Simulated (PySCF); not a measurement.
`COC/C(C)=C\CF`. The geometry is computed with GFN2-xTB (gas phase).

```
atom  x, y, z in Å
C1    -2.2062   -0.6424   -0.1360
O2    -1.6324   -0.2862    1.0985
C3    -0.2294   -0.4467    1.1238
C4     0.4887    0.5830    0.2797
C5     0.1389    1.9961    0.6274
C6     1.3487    0.2875   -0.6897
C7     1.7679   -1.0891   -1.1165
F8     0.6875   -1.8853   -1.4461
H9    -1.8442   -0.0028   -0.9489
H10   -3.2813   -0.5170   -0.0234
H11   -1.9806   -1.6845   -0.3888
H12    0.0337   -1.4668    0.8207
H13    0.0526   -0.3039    2.1727
H14    0.5514    2.2446    1.6051
H15    0.5256    2.6973   -0.1069
H16   -0.9428    2.0979    0.6947
H17    1.8137    1.0920   -1.2426
H18    2.3041   -1.6193   -0.3192
H19    2.3943   -1.0454   -2.0119
```

How far are the heavy atoms from their best plane (unweighted least squares)?

0.478 Å rms; C1 0.73, O2 0.33, C3 0.95, C4 0.07, C5 0.41, C6 0.26, C7 0.17, F8 0.14 Å (magnitudes).

Give the dihedral angles C3–C4–C6–H17, C4–C6–C7–H18, C6–C4–C5–H15.

C3–C4–C6–H17 180° (antiperiplanar); C4–C6–C7–H18 -64° (synclinal); C6–C4–C5–H15 10° (synperiplanar). Dihedral signs follow IUPAC: positive where, seen along the central bond, the front bond turns clockwise onto the rear one.

How far apart are these pairs, which share no bond: O2···H11, O2···H18, C7···H14, F8···H14, H12···H19, H16···H19, H17···H19?

O2···H11 2.071 Å (2 bonds apart); O2···H18 4.391 Å (5 bonds apart); C7···H14 4.472 Å (4 bonds apart); F8···H14 5.137 Å (5 bonds apart); H12···H19 3.711 Å (5 bonds apart); H16···H19 5.324 Å (5 bonds apart); H17···H19 2.345 Å (3 bonds apart).

What is the repulsion energy of the bare nuclei, Σ ZA·ZB/RAB?

398.43 Eh over 171 pairs, with full nuclear charges and distances in bohr; the largest single term is 20.68 Eh (C7 with F8).

What are the angles H10–C1–H11, O2–C1–H11, O2–C3–H13, O2–C3–H12, H15–C5–H16, H18–C7–H19, F8–C7–H19, C6–C7–H18?

From the scalar product of the two bond vectors; for H10–C1–H11 it is -0.4017 Å² over 1.0882 × 1.0958 Å², cos θ = -0.3368. H10–C1–H11 109.7°; O2–C1–H11 111.0°; O2–C3–H13 105.0°; O2–C3–H12 109.8°; H15–C5–H16 109.6°; H18–C7–H19 109.5°; F8–C7–H19 106.0°; C6–C7–H18 111.9°.

Where is the centre of mass (commonest isotopes), and what is the radius of gyration?

Mass 118.079 u; centre at (0.019, -0.259, -0.073) Å; Rg = √(Σ m r²/M) = 2.027 Å. As Ia + Ib + Ic = 2 Σ m r², the three principal moments sum to 970.3 u·Å².

Write the matrix of distances between heavy atoms (Å, lower triangle).

```
C1    0.000
O2    1.407  0.000
C3    2.352  1.412  0.000
C4    2.989  2.434  1.513  0.000
C5    3.612  2.927  2.520  1.497  0.000
C6    3.716  3.523  2.514  1.329  2.473  0.000
C7    4.118  4.137  3.069  2.526  3.900  1.501  0.000
F8    3.411  3.797  3.085  3.018  4.435  2.394  1.382  0.000
```

Whether it is a minimum is left open (no frequencies). One conformer, not necessarily the lowest.
